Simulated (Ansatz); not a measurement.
H4OSiTe, SMILES `O[SiH2][TeH]`, relaxed with RKS PBE0-D4/def2-TZVP in Ansatz 0.2.0 from a PBE-D4/def2-SVP geometry. The force threshold is 0.005 eV/Å; the program also tests the step.

Charge 0, multiplicity 1. Te: def2 effective core potential.

Start:

```xyz
7

O     1.704   -0.198   -0.134
Si    0.115    0.061   -0.612
Te   -1.608   -1.121    0.818
H     1.882   -0.025    0.807
H    -0.265    1.518   -0.600
H     0.026   -0.516   -1.989
H    -1.855    0.282    1.711
```

```csv
step,energy (eV),largest force (eV/Å),largest move (Å)
1,-17280.8056,0.987,0.000
2,-17280.8315,0.632,0.071
3,-17280.8451,0.355,0.036
4,-17280.8487,0.160,0.033
5,-17280.8498,0.031,0.012
6,-17280.8499,0.016,0.012
7,-17280.8500,0.007,0.011
8,-17280.8500,0.007,0.003
9 (rejected),-17280.8499,0.019,0.010
10,-17280.8500,0.002,0.005
```

End:

```xyz
7

O     1.668   -0.156   -0.130
Si    0.113    0.068   -0.612
Te   -1.556   -1.107    0.830
H     1.854   -0.084    0.808
H    -0.271    1.502   -0.610
H     0.033   -0.509   -1.970
H    -1.840    0.284    1.684
```

Hardware: 2 threads of an Arm Neoverse V1 on a shared host. Wall time 32 s, peak host memory 0.3 GiB.
